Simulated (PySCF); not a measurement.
**Multinuclear NMR of C₆H₁₀N₂Si**

Mapped SMILES: `[cH:1]1[cH:2][n:3]([C@@H:4]2[CH2:5][CH2:6][SiH2:7]2)[cH:8][n:9]1`; H(Xn) means a hydrogen on atom n. Ha(C5), Ha(C6), Ha(Si7) are cis to N3 on the ring; Hb(C5), Hb(C6), Hb(Si7) are trans to N3 on the ring.

Computational details: GFN2-xTB structure, shielding tensors at PBE0/pcSseg-1 (GIAO), in PySCF 2.14.0 with density-fitted response routines (in vacuum, no relativistic terms, a single conformation).

**Question.** Where does ²⁹Si resonate?

**Answer.** 
| atoms | environment | σ (ppm) | δ (ppm) |
| --- | --- | --- | --- |
| Si7 | silicon bonded to 2 C, 2 H, in a 4-membered ring | 366.7 | -21.4 |

Shieldings were converted by a linear fit to measured shifts: ²⁹Si (scatter 8.9 ppm rms, 25.8 ppm with the 6 outliers that the fit left out vs TMS, solution or neat liquid). Occasional misses reach two or three times the rms, and more in compound classes unlike the fitted ones.

On a 400 MHz spectrometer ²⁹Si resonates near 79.5 MHz, so 1 ppm is 79.5 Hz.

**Question.** What are the ¹⁵N shifts?

**Answer.** 
```json
{"atoms": "N9", "environment": "pyridine-type nitrogen of an azole", "σ (ppm)": "-46.1", "δ (ppm)": "-105.6"}
{"atoms": "N3", "environment": "pyrrole-type ring nitrogen", "σ (ppm)": "57.9", "δ (ppm)": "-201.4"}
```

Shieldings were converted by a linear fit to measured shifts: ¹⁵N (scatter 6.3 ppm rms vs CH3NO2, solution or neat liquid). Occasional misses reach two or three times the rms, and more in compound classes unlike the fitted ones.

On a 400 MHz spectrometer ¹⁵N resonates near 40.5 MHz, so 1 ppm is 40.5 Hz.
